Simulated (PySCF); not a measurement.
Simulation results for BGeH$_{3}$NO, BGeH$_{2}$NO, BGeH$_{2}$O$_{2}$, BGeH$_{3}$OSi

Computed with PySCF 2.14.0. Calculation on a computer-drawn molecule: the log of a Hartree-Fock and frozen-core CCSD(T) single point meant for a local Hartree-Fock minimum, with one planted fault or none, to be diagnosed. Offsets are logged minus clean, where the clean run is the same molecule without the fault. The reference is restricted for singlets and unrestricted otherwise, and also for a bond in bohr or an excited solution. Adding or removing an electron swaps singlet and doublet. The excited solution moves the top pair (singlet) or top alpha electron (doublet) to the lowest empty orbital. Highest occupied and lowest empty are orbital energies over both spins, largest force is the largest gradient component, triples share is (T) over the correlation energy, the T1 limit is 0.02 restricted and 0.045 unrestricted, electrons count all cores, a negative frequency is imaginary (commonest isotopes), and the dipole is about the centre of nuclear charge; on germanium a core potential holds 10 electrons, which the energies leave out, and 3d is frozen in MP2 and coupled-cluster steps.

Common to all runs: meant multiplicity 1; logged SCF converged yes; logged CC converged yes; logged SCF stable within its kind yes; possible faults no fault, one electron removed, one electron added, multiplicity raised by two, geometry at a saddle point, SCF held on an excited solution, minimal basis STO-3G, one bond length entered in bohr, all coordinates scaled.

(1) BGeH$_{3}$NO

Logged structure:
```xyz
7
BGeH3NO
O     -2.9044     0.0534     0.5194
B     -1.8056    -0.3855     0.2251
N      0.5044    -1.3242    -0.3799
Ge     1.8758    -0.6974    -1.7346
H      0.7931    -2.1346     0.1267
H      0.8430    -0.5211    -2.9460
H      1.8258     0.8481    -1.3175
```

```
meant charge                                : -1
meant basis                                 : aug-cc-pVDZ
meant basis and core potential on germanium : aug-cc-pVDZ-PP ECP10MDF
logged electrons                            : 56
logged basis functions                      : 128
logged spin squared                         : 1.0641
logged highest occupied                     : -2.7192 eV
logged lowest empty                         : 3.6832 eV
logged largest force                        : 0.027955 hartree/bohr
logged T1 diagnostic                        : 0.035018
logged D1 diagnostic                        : 0.17333
logged triples share                        : 0.039492
logged dipole magnitude                     : 2.3037 debye
logged energy HF                            : -449.07156 hartree
logged energy CCSD(T)                       : -449.65967 hartree
planted fault                               : one bond length entered in bohr, row 2 of the drawn bonds
HF energy offset from clean run             : 112.9 kcal/mol
CCSD(T) energy offset from clean run        : 125 kcal/mol
```

Drawn bonds:
```csv
atom,other atom,order
1,2,2
2,3,1
3,4,1
3,5,1
4,6,1
4,7,1
```

(2) BGeH$_{2}$NO

Logged structure:
```xyz
6
BGeH2NO
O     -1.5532     1.3233     0.0568
B     -0.6733     0.5500    -0.1873
N      0.3534    -0.3473    -0.4723
Ge     2.0805     0.0505    -1.0605
H      0.1245    -1.3165    -0.3418
H      1.8209     1.6097    -1.0649
```

```
meant charge                                : 0
meant basis                                 : cc-pVDZ
meant basis and core potential on germanium : cc-pVDZ-PP ECP10MDF
logged electrons                            : 53
logged basis functions                      : 75
logged spin squared                         : 0.778
logged highest occupied                     : -16.983 eV
logged lowest empty                         : -8.1949 eV
logged largest force                        : 0.060542 hartree/bohr
logged T1 diagnostic                        : 0.029203
logged D1 diagnostic                        : 0.096912
logged triples share                        : 0.036471
logged dipole magnitude                     : 7.8953 debye
logged energy HF                            : -448.29511 hartree
logged energy CCSD(T)                       : -448.8196 hartree
planted fault                               : one electron removed
HF energy offset from clean run             : 208.8 kcal/mol
CCSD(T) energy offset from clean run        : 219.4 kcal/mol
```

Drawn bonds:
```csv
atom,other atom,order
1,2,2
2,3,1
3,4,1
3,5,1
4,6,1
```

(3) BGeH$_{2}$NO

Logged structure:
```xyz
6
BGeH2NO
O     -1.6977     1.4464     0.0621
B     -0.7359     0.6011    -0.2047
N      0.3863    -0.3796    -0.5162
Ge     2.2740     0.0552    -1.1592
H      0.1361    -1.4390    -0.3735
H      1.9903     1.7594    -1.1639
```

```
meant charge                                : 0
meant basis                                 : cc-pVDZ
meant basis and core potential on germanium : cc-pVDZ-PP ECP10MDF
logged electrons                            : 54
logged basis functions                      : 75
logged spin squared                         : 0
logged highest occupied                     : -10.292 eV
logged lowest empty                         : -0.085335 eV
logged largest force                        : 0.11282 hartree/bohr
logged T1 diagnostic                        : 0.026169
logged D1 diagnostic                        : 0.070488
logged triples share                        : 0.038024
logged dipole magnitude                     : 5.9666 debye
logged energy HF                            : -448.57651 hartree
logged energy CCSD(T)                       : -449.14064 hartree
planted fault                               : all coordinates scaled, by +9.3 %
HF energy offset from clean run             : 32.18 kcal/mol
CCSD(T) energy offset from clean run        : 17.91 kcal/mol
```

Drawn bonds:
```csv
atom,other atom,order
1,2,2
2,3,1
3,4,1
3,5,1
4,6,1
```

Notes: T1 above single-reference limit.

(4) BGeH$_{2}$NO

Structure as in entry 2.

```
meant charge                                : 0
meant basis                                 : cc-pVDZ
meant basis and core potential on germanium : cc-pVDZ-PP ECP10MDF
logged electrons                            : 55
logged basis functions                      : 75
logged spin squared                         : 0.7644
logged highest occupied                     : -0.90948 eV
logged lowest empty                         : 7.7042 eV
logged largest force                        : 0.062976 hartree/bohr
logged T1 diagnostic                        : 0.017433
logged D1 diagnostic                        : 0.045604
logged triples share                        : 0.0305
logged dipole magnitude                     : 2.5989 debye
logged energy HF                            : -448.63726 hartree
logged energy CCSD(T)                       : -449.18032 hartree
planted fault                               : one electron added
HF energy offset from clean run             : -5.933 kcal/mol
CCSD(T) energy offset from clean run        : -6.993 kcal/mol
```

Drawn bonds:
```csv
atom,other atom,order
1,2,2
2,3,1
3,4,1
3,5,1
4,6,1
```

(5) BGeH$_{2}$O$_{2}$

Logged structure:
```xyz
6
BGeH2O2
O      0.5897     1.1936     0.9464
B     -0.3465     0.4794     1.0446
O     -1.4050    -0.3418     1.1102
Ge    -2.3317    -1.3772     0.1152
H     -3.4469    -2.0349     0.8758
H     -1.9141    -1.4790    -1.3280
```

```
meant charge                                : 1
meant basis                                 : cc-pVDZ
meant basis and core potential on germanium : cc-pVDZ-PP ECP10MDF
logged electrons                            : 55
logged basis functions                      : 75
logged spin squared                         : 0.7688
logged highest occupied                     : -7.8114 eV
logged lowest empty                         : 1.5247 eV
logged largest force                        : 0.057995 hartree/bohr
logged T1 diagnostic                        : 0.017505
logged D1 diagnostic                        : 0.044476
logged triples share                        : 0.027918
logged dipole magnitude                     : 4.5121 debye
logged energy HF                            : -469.00713 hartree
logged energy CCSD(T)                       : -469.55735 hartree
planted fault                               : one electron added
HF energy offset from clean run             : -164.7 kcal/mol
CCSD(T) energy offset from clean run        : -167.7 kcal/mol
```

Drawn bonds:
```csv
atom,other atom,order
1,2,2
2,3,1
3,4,1
4,5,1
4,6,1
```

(6) BGeH$_{2}$O$_{2}$

Logged structure:
```xyz
6
BGeH2O2
O      0.5408     1.0945     0.8679
B     -0.3177     0.4396     0.9579
O     -1.2884    -0.3134     1.0180
Ge    -2.1382    -1.2629     0.1057
H     -3.1608    -1.8660     0.8031
H     -1.7552    -1.3563    -1.2178
```

```
meant charge                                : 1
meant basis                                 : cc-pVDZ
meant basis and core potential on germanium : cc-pVDZ-PP ECP10MDF
logged electrons                            : 54
logged basis functions                      : 75
logged spin squared                         : 0
logged highest occupied                     : -18.64 eV
logged lowest empty                         : -6.2778 eV
logged largest force                        : 0.22322 hartree/bohr
logged T1 diagnostic                        : 0.017055
logged D1 diagnostic                        : 0.052856
logged triples share                        : 0.024985
logged dipole magnitude                     : 7.2765 debye
logged energy HF                            : -468.67382 hartree
logged energy CCSD(T)                       : -469.19502 hartree
planted fault                               : all coordinates scaled, by -8.3 %
HF energy offset from clean run             : 44.43 kcal/mol
CCSD(T) energy offset from clean run        : 59.67 kcal/mol
```

Drawn bonds:
```csv
atom,other atom,order
1,2,2
2,3,1
3,4,1
4,5,1
4,6,1
```

(7) BGeH$_{3}$OSi

Logged structure:
```xyz
7
BGeH3OSi
O      1.9225    -0.1102    -1.3120
B      1.2092     0.5246    -0.6054
Si    -0.0731     1.5339     0.5830
Ge    -2.3413     0.5184     0.3517
H     -0.0577     2.9472     0.1340
H      0.4748     1.4613     1.9570
H     -2.3726     0.9285    -1.1754
```

```
meant charge                                : 0
meant basis                                 : cc-pV(D+d)Z
meant basis and core potential on germanium : cc-pVDZ-PP ECP10MDF
logged electrons                            : 62
logged basis functions                      : 89
logged spin squared                         : 0
logged highest occupied                     : -9.2126 eV
logged lowest empty                         : -0.57244 eV
logged largest force                        : 1.83e-05 hartree/bohr
logged lowest frequency                     : 57.062 cm⁻¹
logged T1 diagnostic                        : 0.019463
logged D1 diagnostic                        : 0.049295
logged triples share                        : 0.032986
logged dipole magnitude                     : 3.9948 debye
logged energy HF                            : -683.63325 hartree
logged energy CCSD(T)                       : -684.12405 hartree
planted fault                               : withheld
```

Drawn bonds:
```csv
atom,other atom,order
1,2,2
2,3,1
3,4,1
3,5,1
3,6,1
4,7,1
```

(8) BGeH$_{3}$OSi

Structure as in entry 7.

```
meant charge                                : 0
meant basis                                 : cc-pV(D+d)Z
meant basis and core potential on germanium : cc-pVDZ-PP ECP10MDF
logged electrons                            : 62
logged basis functions                      : 89
logged spin squared                         : 2.0127
logged highest occupied                     : -8.4916 eV
logged lowest empty                         : -1.073 eV
logged largest force                        : 0.027996 hartree/bohr
logged T1 diagnostic                        : 0.020976
logged D1 diagnostic                        : 0.056686
logged triples share                        : 0.033852
logged dipole magnitude                     : 3.9126 debye
logged energy HF                            : -683.60738 hartree
logged energy CCSD(T)                       : -684.08137 hartree
planted fault                               : withheld
```

Drawn bonds:
```csv
atom,other atom,order
1,2,2
2,3,1
3,4,1
3,5,1
3,6,1
4,7,1
```

Questions
1. BGeH$_{3}$OSi (entry 7): planted fault?
2. Which fault was planted in the run of BGeH$_{3}$OSi (entry 8)?

Calculated values
1. no fault
2. multiplicity raised by two

Further results for BGeH$_{3}$OSi (entry 7):

```
HF energy offset from clean run      : 0 kcal/mol
CCSD(T) energy offset from clean run : 0 kcal/mol
```

Further results for BGeH$_{3}$OSi (entry 8):

```
HF energy offset from clean run      : 16.24 kcal/mol
CCSD(T) energy offset from clean run : 26.78 kcal/mol
```
